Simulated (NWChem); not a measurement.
## Correlation energy of ClLi

SMILES: [Li][Cl]
```xyz
2

Li     0.0000     0.0000    -1.7006
Cl     0.0000     0.0000     0.3001
```
Charge 0, spin multiplicity 1.

Program: NWChem. Structure: optimised with B3LYP/def2-SVP, a minimum by its harmonic frequencies.

Basis set: 6-31G*. Each correlation energy counts from its own Hartree-Fock reference.

The correlated methods keep 5 core orbitals frozen. The Pople sets run with spherical d functions. The structure started from a generated list of species. Coupled-cluster values serve here as a point of comparison, not as the truth.

Task: For the correlation energy, MP2 gives -135.7 mHa and CR-CCSD(T) gives -150.9 mHa. What do CCSD(T), SCS-MP2, CCSDT give?

Result: CCSD(T): -151.3 mHa; SCS-MP2: -131.6 mHa; CCSDT: -151.6 mHa.
